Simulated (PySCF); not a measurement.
## UHF on Co⁺ (cobalt, charge +1)

Configuration: [Ar] 3d8, high-spin 3F determinant. Calculation: PySCF 2.14, in ANO-RCC-VTZP; the spin-free X2C one-electron Hamiltonian (Gaussian nucleus).

```json
{"Total energy": "-1391.575819 hartree", "One-electron energy": "-1924.3675 hartree", "Hartree (Coulomb) energy": "591.4475 hartree", "Exchange energy": "-58.6559 hartree", "⟨S²⟩": "2.0032", "⟨L²⟩": "12.027", "Sum of ⟨r⟩": "17.32 bohr", "Sum of ⟨r²⟩": "19.87 bohr²", "Langevin diamagnetic susceptibility": "-15.7 ×10⁻⁶ cm³/mol"}
```

| shell | electrons | mean orbital energy (hartree) | spread (hartree) | rms radius, mean of both spins (bohr) |
| --- | --- | --- | --- | --- |
| 1s α | 1 | -285.87030 | 0 | 0.0648 |
| 1s β | 1 | -285.86954 | 0 | 0.0648 |
| 2s α | 1 | -35.56638 | 0 | 0.276 |
| 2s β | 1 | -35.50359 | 0 | 0.276 |
| 2p α | 3 | -30.34118 | 0 | 0.249 |
| 2p β | 3 | -30.27930 | 0 | 0.249 |
| 3s α | 1 | -4.79761 | 0 | 0.835 |
| 3s β | 1 | -4.62104 | 0 | 0.835 |
| 3p α | 3 | -3.24096 | 0 | 0.899 |
| 3p β | 3 | -3.02761 | 0 | 0.899 |
| 3d α | 5 | -0.76750 | 0.04950 | 1.28 |
| 3d β | 3 | -0.68371 | 0 | 1.28 |

Densities and radii are taken from the X2C orbitals without a picture-change correction, which distorts them close to the nucleus.

Spin-orbit constants ζ (cm⁻¹) from the X2C one-electron operator on these orbitals: bare nucleus, nucleus screened by l(l+1)(2l+1)/3 electrons, and screened by the Breit-Pauli mean field of the electrons.

| shell | bare | screened nucleus | mean field |
| --- | --- | --- | --- |
| 2p | 83830 | 77620 | n/a |
| 3p | 10030 | 9282 | n/a |
| 3d | 874.3 | 550.5 | n/a |

To first order the Landé constant is A = -275.2 cm⁻¹, so the lowest level has J = 4 and lies 0.102 eV below the centre of the term. This holds in LS coupling only.
